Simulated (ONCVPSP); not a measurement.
Pseudopotential generation for niobium (Nb): ONCV, PBE, non-relativistic.

niobium, optimised norm-conserving Vanderbilt (ONCV), made with ONCVPSP 4.0.1 (PBE, non-relativistic). Core [Ar] 3d10, reference 4s2 4p6 4d3 (charge +2). Waves: 4s: rc 2.00 bohr, ncon 4, nbas 7, qcut 5.9 1/bohr, 2 projectors, debl 1.2 Ha; 4p: rc 1.75 bohr, ncon 4, nbas 8, qcut 7.2 1/bohr, 1 projector; 4d: rc 2.35 bohr, ncon 3, nbas 8, qcut 6 1/bohr, 2 projectors, debl 2.7 Ha. Local part: polynomial inside 1.25 bohr (lpopt 4, dvloc0 0 Ha). Core correction: none.

In the s channel the program set the typed energies aside and used -2.679, 0.050 Ha.

All-electron outer shells of the reference configuration (PBE, non-relativistic, ld1.x):

```csv
shell,level (eV),outermost node (bohr),outermost maximum (bohr)
4s,-72.91,0.54,1.05
4p,-51.31,0.55,1.13
4d,-19.38,0.55,1.44
```

(1) Estimate the cutoffs (Ha) at which the residual kinetic energy of the hardest occupied pseudo-wave falls to 1 and 0.1 mHa per electron.

(2) What does a ghost test show?

(3) Tests: 4s2 4p6 4d4 5s1; 4s2 4p6 4d4; 4s2 4p6 4d2; 4s2 4p6 4d3 5s1 5p1. Which has the largest error in its energy relative to the reference configuration, and how large is it?

Answers

(1) 14 Ha and 21 Ha.

(2) No bound ghost flagged; no localised positive-energy state flagged.

(3) 4s2 4p6 4d3 5s1 5p1, with +37 meV (all-electron minus pseudo) on -17.48 eV.
